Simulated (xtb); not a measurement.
F₃In, triplet, geometry from GFN2-xTB (such geometries of metal compounds can be far from the true shape) (a higher spin typed on purpose: for a closed-shell molecule this is an excited state). Base run: GFN1-xTB (xtb 6.7.1).

xtb was given this input:
```
$ xtb mol.xyz --gfn 1 --uhf 2 --json

# file mol.xyz
4

In    -0.00000000    -0.00000000    -0.00000000
F     -1.99079778    -1.21099599     0.03539377
F      0.01794243     2.18957193    -0.79780488
F      1.97285535    -0.97857595     0.76241111
```

Each row names what was changed in the base input (with any setting that the change needs).

```
change          ΔE vs base (mEh)  G_solv (kcal/mol)  SCF cycles
--------------  ----------------  -----------------  ----------
base                       0.000                  -          10
acc = 0.0001               0.000                  -          13
etemp = 5000             -46.329                  -           9
etemp = 3000             -24.339                  -           8
alpb = acetone            -6.876              -4.32          10
gbsa = chcl3              -5.463              -3.47          10
etemp = 1000              -5.825                  -           9
```

ALPB and GBSA are two models with their own fitted parameters for each solvent, which aren't always the measured dielectric constant.
